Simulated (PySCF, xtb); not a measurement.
CuF, SMILES [Cu][F], multiplicity 1.

Harmonic wavenumbers (cm⁻¹) from GFN2-xTB run with xtb at its own minimum, in rising order: 507.

**Question.** What does PBE-D3(BJ)/def2-TZVPD (PySCF) give at its own minimum? (The exact figures need the calculation; the answer reports its results.)

**Answer.** 592. Paired by order, the mean absolute difference is 85 cm⁻¹ and the zero-point energies are 0.7 and 0.8 kcal/mol.
